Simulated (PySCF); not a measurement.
BeH: frontier orbitals

PBE0 at R = 1.352 Å; basis Be pcseg-1, H pcseg-1; no relativity; PySCF 2.14. State: ²Σ⁺ (doublet), unpaired electrons σ ↑. Only the outer orbitals are listed, counted within each symmetry.

```
spin  orbital  occ.  ε (eV)  on Be (%)           main shells (%)
   α       2σ     1   -9.78         42           58 H s, 35 Be s
   α       3σ     1   -5.70         92          47 Be p, 46 Be s
   α       1π     0   -1.28        100                  100 Be p
   α       1π     0   -1.28        100                  100 Be p
   β       2σ     1   -9.33         44  56 H s, 31 Be s, 13 Be p
   β       3σ     0   -1.61         94          73 Be s, 21 Be p
   β       1π     0   -0.43        100                  100 Be p
   β       1π     0   -0.43        100                  100 Be p
```

Task: Which are the highest filled and the lowest empty level, where do they sit, and how wide is the gap?

Result: Highest filled α 3σ at -5.70 eV (in %: 47 Be p, 46 Be s); lowest empty β 3σ at -1.61 eV (in %: 73 Be s, 21 Be p); the gap at PBE0 is 4.09 eV.

| Property | Result |
| --- | --- |
| bond order (Mayer) | 0.94 |
| ⟨S²⟩ | 0.751 |
| charge on Be (Mulliken, basis-dependent) | 0.21 |
| charge on Be (Löwdin, basis-dependent) | 0.16 |
| dipole moment (positive dipole means Be(−)H(+)) | -0.27 D |
| polarisability along the bond | 23.7 bohr³ |
| polarisability across the bond | 30.4 bohr³ |

The state is the lowest determinant that a PBE0 search found; another state may lie lower at other levels.
